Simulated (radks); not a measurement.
Radial electron density D(r) = 4 pi r^2 rho(r) of an atom or ion with 11 electrons. All-electron calculation, scalar-relativistic Kohn-Sham, BLYP, spin-polarised, spherical densities, finite nucleus; Fermi nuclear charge, rms radius of each element as measured or else 0.836 A^(1/3) + 0.57 fm. Program: a radial shooting solver on a logarithmic mesh with Libxc functionals.

| r (bohr) | D(r) (e/bohr) | spin D(r) |
|---|---|---|
| 0.006428 | 0.4506 | 0.384 |
| 0.007247 | 0.5591 | 0.476 |
| 0.008106 | 0.6820 | 0.581 |
| 0.00914 | 0.8410 | 0.717 |
| 0.01022 | 1.019 | 0.869 |
| 0.01153 | 1.248 | 1.06 |
| 0.01289 | 1.501 | 1.28 |
| 0.01454 | 1.819 | 1.55 |
| 0.01639 | 2.192 | 1.87 |
| 0.01833 | 2.594 | 2.21 |
| 0.02067 | 3.085 | 2.63 |
| 0.02312 | 3.599 | 3.07 |
| 0.02607 | 4.207 | 3.59 |
| 0.02939 | 4.866 | 4.15 |
| 0.03287 | 5.517 | 4.70 |
| 0.03706 | 6.232 | 5.31 |
| 0.04146 | 6.892 | 5.86 |
| 0.04674 | 7.560 | 6.42 |
| 0.0527 | 8.149 | 6.90 |
| 0.05895 | 8.590 | 7.25 |
| 0.06646 | 8.912 | 7.46 |
| 0.07434 | 9.048 | 7.49 |
| 0.08382 | 9.013 | 7.31 |
| 0.09375 | 8.829 | 6.94 |
| 0.1057 | 8.521 | 6.34 |
| 0.1192 | 8.189 | 5.57 |
| 0.1333 | 7.964 | 4.74 |
| 0.1503 | 7.941 | 3.80 |
| 0.1681 | 8.230 | 2.96 |
| 0.1895 | 8.946 | 2.14 |
| 0.2137 | 10.08 | 1.47 |
| 0.239 | 11.44 | 0.987 |
| 0.2695 | 13.02 | 0.616 |
| 0.3015 | 14.37 | 0.382 |
| 0.3399 | 15.40 | 0.218 |
| 0.3802 | 15.72 | 0.116 |
| 0.4286 | 15.25 | 0.0393 |
| 0.4833 | 13.91 | -0.0160 |
| 0.5406 | 12.03 | -0.0513 |
| 0.6095 | 9.636 | -0.0716 |
| 0.6817 | 7.353 | -0.0746 |
| 0.7686 | 5.184 | -0.0640 |
| 0.8667 | 3.529 | -0.0450 |
| 0.9694 | 2.518 | -0.0259 |
| 1.093 | 1.940 | -0.00942 |
| 1.222 | 1.720 | -0.000404 |
| 1.378 | 1.633 | 0.00233 |
| 1.554 | 1.535 | 0.0000378 |
| 1.738 | 1.357 | -0.00371 |
| 1.96 | 1.073 | -0.00680 |
| 2.192 | 0.7721 | -0.00767 |
| 2.472 | 0.4765 | -0.00663 |
| 2.765 | 0.2665 | -0.00472 |
| 3.117 | 0.1227 | -0.00269 |
| 3.514 | 0.04734 | -0.00125 |
| 3.931 | 0.01621 | -0.000498 |
| 4.432 | 0.004144 | -0.000148 |
| 4.957 | 0.0009321 | -0.0000381 |
| 5.589 | 0.0001455 | -0.00000682 |

What is the nuclear charge?

Answer. Z = 14. The innermost maximum, from 1s, lies near gamma/Z bohr with gamma = sqrt(1 - (Z/c)^2) = 0.995, here 0.0711 bohr (found: 0.0774), and its height grows with Z. The density is that of the silicon ion Si3+ in 1s1 2s2 2p6 3s2; the configuration itself is not fixed sharply by these data, and Z only to about a unit. D(r) has 2 maxima, at r = 0.0774, 0.377 bohr, and minima at 0.143 bohr, inside which lie 0.99 electrons.
